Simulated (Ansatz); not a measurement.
Start from `C=C([SiH3])[SiH3]` and change one atom or group to get `C=C([SiH3])[SiH2]O`.

Ansatz, PBE0-D4/def2-TZVP geometries, multiplicity 1. Each molecule was computed in one conformer, which needn't be the lowest.

```json
{"property": "size of the dipole moment (PBE/def2-TZVPP) / D", "`C=C([SiH3])[SiH3]`": "0.81"}
{"property": "LUMO energy (ωB97M-V/def2-TZVPP) / eV", "`C=C([SiH3])[SiH3]`": "1.19"}
{"property": "HOMO–LUMO gap (PBE/def2-TZVPP) / eV", "`C=C([SiH3])[SiH3]`": "5.12"}
{"property": "size of the dipole moment (ωB97M-V/def2-TZVPP) / D", "`C=C([SiH3])[SiH3]`": "0.88"}
{"property": "LUMO energy (PBE0/def2-TZVPP) / eV", "`C=C([SiH3])[SiH3]`": "-0.92"}
{"property": "HOMO–LUMO gap (ωB97M-V/def2-TZVPP) / eV", "`C=C([SiH3])[SiH3]`": "11.53"}
```

**Question.** Give the same properties after the change, and the shifts. (Best estimate.)

**Answer.** Computed: 
```
                                          property  `C=C([SiH3])[SiH2]O`  shift
    size of the dipole moment (PBE/def2-TZVPP) / D                  1.53   0.72
             LUMO energy (ωB97M-V/def2-TZVPP) / eV                  1.20   0.01
               HOMO–LUMO gap (PBE/def2-TZVPP) / eV                  4.98  -0.14
size of the dipole moment (ωB97M-V/def2-TZVPP) / D                  1.61   0.73
                LUMO energy (PBE0/def2-TZVPP) / eV                 -0.89   0.03
           HOMO–LUMO gap (ωB97M-V/def2-TZVPP) / eV                 11.49  -0.04
```

Dipoles are sizes alone; their direction can turn.
